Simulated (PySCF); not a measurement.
Working out the ionisation energy of Ge

Ge [Ar] 3d10 4s2 4p2 (3P) → Ge⁺ [Ar] 3d10 4s2 4p1 (2P). Computed with PySCF 2.14 in ANO-RCC-VTZP, with the spin-free X2C one-electron Hamiltonian (Gaussian nucleus). Frozen: [Ar] 3d10. Energies in hartree (1 hartree = 27.21139 eV):

```
            part    Ge (lower)   Ge⁺ (upper)
             UHF  -2097.054920  -2096.782830
CCSD correlation     -0.058271     -0.047904
             (T)     -0.000867     -0.000509
```

Task: What does Hartree-Fock give?

Result: (-2096.782830) − (-2097.054920) = 0.272090 hartree = 7.404 eV.

Task: What do CCSD and CCSD(T) give?

Result: The CCSD correlation energies differ by 0.010367 hartree = 0.282 eV and the triples by 0.000358 hartree = 0.010 eV, so CCSD gives 7.686 eV and CCSD(T) 7.696 eV.

Measured between the centres of the two terms (NIST): 7.925 eV, so CCSD(T) (valence) is off by -0.229 eV.

What remains against the reference includes basis incompleteness, the frozen core and higher excitations.
